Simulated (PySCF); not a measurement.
**Vibration and rotation of MgI**

UHF constants of MgI, ²Σ⁺ (doublet), unpaired electrons σ ↑ (PySCF, scalar-relativistic core potentials, basis sets Mg def2-SVPD, I def2-SVPD with ECP28; masses 23.9850 and 126.9045 u):

* ωe: 302.7 cm⁻¹
* ωexe: 0.947 cm⁻¹
* Be: 0.12032 cm⁻¹
* αe: 0.000573 cm⁻¹
* D (centrifugal): 7.6e-08 cm⁻¹
* De to Mg + I: 1.96 eV

(1) Give the vibrational terms G(v) and spacings up to v = 6.

(2) How well does the Morse estimate ωe²/(4ωexe) reproduce De, and what is D0?

These are scalar-relativistic numbers at best; spin–orbit coupling would shift them, the dissociation energy most. Hartree–Fock leaves out correlation, which carries a large part of most bond energies and some tenths to 1 eV of ionisation energies. The state was picked by a PBE0 search and need not be the measured ground state.

## Answers

(1) G(v) = ωe(v+½) − ωexe(v+½)².

```csv
v,G(v) (cm⁻¹),G(v) − G(v−1),Bv (cm⁻¹)
0,151.1,,0.1200
1,451.9,300.8,0.1195
2,750.8,298.9,0.1189
3,1047.8,297.0,0.1183
4,1343.0,295.1,0.1177
5,1636.2,293.2,0.1172
6,1927.5,291.3,0.1166
```

(2) It gives 3.00 eV, 153 % of the computed De. D0 = De − G(0) = 1.96 − 0.02 = 1.94 eV.
